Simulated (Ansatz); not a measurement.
Gas-phase electronic energies from Ansatz, PBE0-D4/def2-TZVP geometries. CCSD(T)/CBS is the MP2 limit (def2-TZVPP, def2-QZVPP) plus CCSD(T) − MP2 in def2-TZVPP, frozen cores. DFT in def2-TZVPP. Each species was taken in one conformer, which may not be the lowest.

Reaction (redistribution): `B[SiH2][SiH2]O` + `FC[SiH2]S` → `B[SiH2]CF` + `O[SiH2][SiH2]S`

| level | ΔE (kJ/mol) | difference from CCSD(T)/CBS |
| --- | --- | --- |
| LDA (SPW92) | 13.5 | 2.5 |
| BLYP-D4 | 11.8 | 0.8 |
| B97M-V | 15.0 | 4.0 |
| PBE0-D4 | 11.8 | 0.8 |
| ωB97X-V | 10.0 | -1.0 |
| ωB97M-V | 11.1 | 0.1 |
| BLYP | 13.8 | 2.8 |
| r2SCANh | 14.2 | 3.2 |
| BHLYP | 10.9 | -0.1 |
| CAM-B3LYP | 11.0 | 0.0 |
| LC-ωPBE | 10.7 | -0.3 |
| MP2/def2-SVP | 12.5 | 1.5 |
| CCSD(T)/def2-SVP | 12.0 | 1.0 |
| CCSD/def2-TZVPP | 11.7 | 0.7 |
| CCSD(T)/def2-TZVPP | 12.3 | 1.3 |
| CCSD/CBS(def2) | 10.4 | -0.6 |
| CCSD(T)/CBS | 11.0 | 0 |

Largest T1 diagnostic among the species: 0.014.

Leaving LDA and LC-ωPBE aside and taking each functional with its dispersion term where it has one, the values, not all of them listed here, spread over 5.7 kJ/mol, from BHLYP-D4 to B97M-V.
